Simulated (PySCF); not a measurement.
Species: C5H9ClO2S.
Geometry (GFN2-xTB, Å), atoms numbered from 1 in this order:
```xyz
18
C5H9ClO2S angstrom
O      1.4271    1.6856   -0.8684
S      1.9132    0.6719    0.0104
O      2.6289    1.0721    1.1789
Cl     3.1981   -0.4750   -1.0893
C      0.6316   -0.5466    0.4258
C     -0.3764    0.2167    1.2704
C     -1.3703    0.7439    0.2371
C     -1.4963   -0.4234   -0.7399
C     -0.0626   -0.9584   -0.8629
H      1.1713   -1.3287    0.9502
H     -0.8722   -0.4621    1.9676
H      0.1092    1.0077    1.8412
H     -0.9458    1.6090   -0.2713
H     -2.3240    1.0249    0.6796
H     -2.1464   -1.1909   -0.3171
H     -1.9032   -0.1195   -1.7012
H      0.4452   -0.4849   -1.7043
H     -0.0361   -2.0360   -1.0183
```

Computed at PBE0/pcSseg-1 (PySCF, non-relativistic), with Q(17O) = −0.0256 b, Q(33S) = −0.0678 b, Q(35Cl) = −0.0817 b: O1, 17O (I = 5/2): χzz = -7.684 MHz, η = 0.289; S2, 33S (I = 3/2): χzz = -16.28 MHz, η = 0.204; O3, 17O (I = 5/2): χzz = -7.752 MHz, η = 0.327; Cl4, 35Cl (I = 3/2): χzz = -67.56 MHz, η = 0.065.

Where would the pure quadrupole (NQR) lines of 17O at O1 fall for the rigid, isolated species?

From the eigenvalues of H = χ/[4I(2I − 1)] × [3Iz² − I(I + 1) + η(Ix² − Iy²)], steps between neighbouring levels, labelled as for η = 0: ±1/2↔±3/2 1.253 MHz, ±3/2↔±5/2 2.268 MHz (sulfonyl oxygen).

Where would the pure quadrupole (NQR) lines of 33S at S2 fall for the rigid, isolated species?

From ν = (|χ|/2)√(1 + η²/3): ν = 8.198 MHz (sulfonyl sulfur).

Where would the pure quadrupole (NQR) lines of 17O at O3 fall for the rigid, isolated species?

From the eigenvalues of H = χ/[4I(2I − 1)] × [3Iz² − I(I + 1) + η(Ix² − Iy²)], steps between neighbouring levels, labelled as for η = 0: ±1/2↔±3/2 1.291 MHz, ±3/2↔±5/2 2.279 MHz (sulfonyl oxygen).

Find the zero-field quadrupole resonance frequencies of 35Cl at Cl4.

From ν = (|χ|/2)√(1 + η²/3): ν = 33.81 MHz (chlorine bonded to S). For 37Cl the ratio of quadrupole moments, 0.7881, gives 26.64 MHz.

Apply the simplest Townes–Dailey estimate (no s hybridisation, no π bonding), ionic character = 1 − χzz/χ0, where χ0 is the coupling for one missing p electron along the bond: −109.74 MHz for 35Cl.

Cl4 on S2: 1 − (-67.56)/(-109.74) = 0.38. In this model a purely covalent bond gives χ0 and a free halide ion gives zero; s hybridisation or π bonding, where present, is counted here as ionic character.

In a crystal, neighbours and librations shift these lines. GFN2-xTB bond lengths can be off by several hundredths of an ångström, more for odd bonds, and the gradients follow them. The small basis limits the accuracy of the gradients.

One conformer stands for the species.
